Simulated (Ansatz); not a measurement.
Stepwise reaction of `C[O][Sn]([OH])([Cl])[Cl]` with hydrogen, as a gas-phase model of exchange steps in deposition or etching. ΔE in kJ/mol.

Program: Ansatz. Geometries: PBE0-D4/def2-TZVP. ΔE: electronic, gas phase. CCSD(T)/CBS is the MP2 limit (def2-TZVPP, def2-QZVPP) plus CCSD(T) − MP2 in def2-TZVPP, frozen cores. This one scheme is used for every species. Functionals use def2-TZVPP. B3LYP here is the variant with VWN-RPA as its local correlation; programs differ in this. Elements past krypton have def2 core potentials. For Sn outer-core shells are correlated without core-valence functions, which leaves a few kJ/mol of doubt a bond. One conformer a species, not always the lowest.

```
step                                             reaction  PBE-D4  B3LYP-D4  ωB97M-V  CCSD(T)/CBS
   2  `C[O][SnH]([OH])[Cl]` + H₂ → `C[O][SnH2][OH]` + HCl    86.6      86.7     83.9         88.2
```

Give the row of step 1, `C[O][Sn]([OH])([Cl])[Cl]` + H₂ → `C[O][SnH]([OH])[Cl]` + HCl. (An estimate is asked.)

Ansatz gave: 
| step | reaction | PBE-D4 | B3LYP-D4 | ωB97M-V | CCSD(T)/CBS |
| --- | --- | --- | --- | --- | --- |
| 1 | `C[O][Sn]([OH])([Cl])[Cl]` + H₂ → `C[O][SnH]([OH])[Cl]` + HCl | 64.1 | 64.8 | 61.5 | 65.8 |

By hand: ΔE of the 2 steps together at CCSD(T)/CBS.

(65.8) + (88.2) = 154.0 kJ/mol, or 77.0 kJ/mol a step.

In ΔE each step is higher than the one before. All are uphill at CCSD(T)/CBS. PBE-D4 differs from CCSD(T)/CBS by -1.7 to -1.6 kJ/mol a step. Isolated molecules leave out the surface, adducts and barriers. Largest T1 diagnostic: 0.014.
